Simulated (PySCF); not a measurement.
## Heteronuclear NMR

Numbering as in the mapped SMILES `[CH3:1][CH2:2][C:3](=[O:4])[N:5]([CH3:6])[CH:7]([CH3:8])[CH3:9]`; H(Xn) means a hydrogen on atom n.

Level of theory: geometry: GFN2-xTB, PBE0/pcSseg-1 with gauge-including orbitals, in PySCF 2.14.0 with density-fitted response routines (fast rotation and ring inversion assumed for equivalent nuclei, non-relativistic Hamiltonian, in vacuum, single conformer).

(1) What are the 15N shifts?

(2) What are the 17O shifts?

## Answers

(1) 
```
atoms          environment  σ (ppm)  δ (ppm)
   N5  amide-type nitrogen    129.3   -267.2
```

Shieldings were converted by a linear fit to measured shifts: 15N: δ = -148.07 − 0.921σ (rms 6.3 ppm, 71 shifts vs CH3NO2, solution or neat liquid). Occasional misses reach two or three times the rms, and more in compound classes unlike the fitted ones.

On a 600 MHz spectrometer 15N resonates near 60.8 MHz, so 1 ppm is 60.8 Hz.

(2) 
| atoms | environment | σ (ppm) | δ (ppm) |
| --- | --- | --- | --- |
| O4 | amide-type carbonyl oxygen | -69.9 | 330.4 |

Shieldings were converted by a linear fit to measured shifts: 17O: δ = 266.70 − 0.911σ (rms 10.7 ppm, 155 shifts, 12.2 ppm with the 3 outliers that the fit left out vs liquid water, solution or neat liquid). Occasional misses reach two or three times the rms, and more in compound classes unlike the fitted ones.

On a 500 MHz spectrometer 17O resonates near 67.8 MHz, so 1 ppm is 67.8 Hz.
